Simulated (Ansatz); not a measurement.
The same path of C2H8BNO (13 atoms, charge 0, multiplicity 1) was run twice with different band settings. The coordinate that changes most is the dihedral C1–B2–O3–H9.

Method: Ansatz 0.2.0, RKS PBE/def2-SVP.

Relaxed end points:

```xyz
13
Properties=species:S:1:pos:R:3
C -1.139 -0.418 1.190
B 0.180 -0.681 0.372
O 0.820 -1.881 0.557
C 0.791 0.389 -0.643
N -0.074 1.537 -0.911
H -1.194 0.638 1.525
H -2.016 -0.559 0.517
H -1.270 -1.105 2.048
H 1.605 -1.972 -0.015
H 1.715 0.760 -0.132
H 1.184 -0.148 -1.554
H 0.364 2.180 -1.582
H -0.946 1.224 -1.357
```

```xyz
13
Properties=species:S:1:pos:R:3
C -1.432 -0.646 0.404
B 0.118 -0.585 0.071
O 1.040 -1.321 0.778
C 0.718 0.403 -1.016
N 0.999 1.698 -0.330
H -1.909 0.356 0.367
H -1.940 -1.243 -0.388
H -1.688 -1.112 1.380
H 0.630 -1.812 1.515
H 1.670 0.032 -1.452
H 0.037 0.605 -1.870
H 0.135 2.060 0.099
H 1.641 1.530 0.457
```

Common settings: movable images 5; climbing image yes; spring 5.0 eV/Å²; optimiser quadratic models (default); start path IDPP; force threshold 0.05 eV/Å; iteration limit 60.

| run | end points |
| --- | --- |
| 1 | relaxed |
| 2 | as typed, not relaxed |

Problem. What does each run give, and how far can it be trusted?

Solution. Run 1: converged after 29 iterations, highest image 0.600 eV above the first end. Beside the main top the profile has a ripple of under 15 meV (maxima at images 3, 5), which may be a very shallow well or noise. The dihedral C1–B2–O3–H9 jumps by 95° between images 3 and 4, so the path isn't resolved there. A vibrational analysis at the climbing image gives one clearly imaginary mode, 725i cm⁻¹: a first-order saddle point.
Run 2: not converged after 60 iterations, highest image 0.109 eV above the first end. The band didn't meet its force threshold, so its energies are provisional: the largest band force was still 1.22 eV/Å, and over the last iterations the top stayed at 0.11 eV. Neighbouring images lie up to 5.3 Å apart, so the band is torn or far too coarse. The end points aren't both relaxed to the band's threshold either. Inner images lie below an end point, which means an intermediate or an end that isn't the lowest structure nearby.
